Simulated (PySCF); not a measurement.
Compound: C5H7Si (doublet state).
Z-matrix (Å and degrees, GFN2-xTB geometry), rows numbered from 1:
```
C 
Si  1  1.8324
C   2  1.9009  1  113.63
C   3  1.3358  2  109.78  1   115.23
C   4  1.4540  3  116.26  2    -0.24
C   5  1.3359  4  116.34  3    -0.04
H   1  1.0746  2  122.36  3   130.74
H   1  1.0758  2  122.49  3   -49.22
H   2  1.4658  1  114.29  3  -130.78
H   3  1.0769  2  127.41  1   -64.30
H   4  1.0824  3  124.14  2   179.45
H   5  1.0821  4  119.52  3   179.73
H   6  1.0770  2  127.47  1    64.38
```

The hyperfine couplings belong to this conformer and change with its torsions.

The species is `[CH2][SiH]1C=CC=C1` [radical].

Computed with UKS B3LYP, pcH-1 on C H Si, non-relativistic, mean-field spin-orbit, GIAO (PySCF). Geometry: GFN2-xTB, one conformer, isolated molecule. Couplings are sensitive to structure, and on GFN2-xTB geometries they can be far from those on DFT ones. Stability of the SCF solution: not tested.

Task: What is the g tensor, term by term?

Result: 
| Δg (ppm) | 1 | 2 | 3 |
| --- | --- | --- | --- |
| relativistic mass correction | -130 | -130 | -130 |
| gauge correction | 8 | 31 | 29 |
| orbital Zeeman/spin–orbit | -37 | 515 | 753 |
| total | -160 | 415 | 652 |

So g = 2.00216, 2.00273, 2.00297 and g_iso = 2.00262; the tensor is rhombic: the two nearest values differ by 29 % of g3 − g1. Axes: g2 points within 8° of the C1–H7 bond.

Task: Average each term over the three axes. Which is largest in size?

Result: The orbital-Zeeman/spin–orbit term 410, the mass correction -130 and the gauge correction 23 ppm, for a total of 302 ppm. The orbital-Zeeman/spin–orbit term is the largest in size. The mass correction is the same along every axis, so the anisotropy comes from the other two: their spans along these axes are 23 (gauge) and 791 ppm (orbital Zeeman/spin–orbit).

Task: At 9.689 GHz, how far is the centre of the isotropic spectrum from where a free electron (g = 2.002319) resonates?

Result: B = hν/(g μB) with μB/h = 13.99624 MHz/mT gives 345.73 mT for the free electron and 345.68 mT at g_iso, 0.05 mT lower.

Task: In a frozen sample, at which fields do the three g values resonate at 9.5, 34, 94 and 263 GHz (hyperfine left aside), and which band first spreads them over more than twice a line width of 0.5 mT?

Result: 
```json
{"band": "X", "GHz": "9.5", "B(g3) mT": "338.87", "B(g2) mT": "338.91", "B(g1) mT": "339.01", "spread mT": "0.14"}
{"band": "Q", "GHz": "34.0", "B(g3) mT": "1212.81", "B(g2) mT": "1212.95", "B(g1) mT": "1213.30", "spread mT": "0.49"}
{"band": "W", "GHz": "94.0", "B(g3) mT": "3353.06", "B(g2) mT": "3353.46", "B(g1) mT": "3354.42", "spread mT": "1.36"}
{"band": "J", "GHz": "263.0", "B(g3) mT": "9381.44", "B(g2) mT": "9382.55", "B(g1) mT": "9385.24", "spread mT": "3.80"}
```

The spread grows in proportion to the frequency. W band is the first where it exceeds 1.0 mT.

The largest Mulliken spin population is on C1 (+1.03). The angles at C1 add up to 360.0°, so it is planar; its axial dipolar tensor and the negative couplings of its protons fit spin in a p orbital normal to that plane.

The HOMO–LUMO gaps are 4.60 eV among the α and 3.61 eV among the β orbitals.
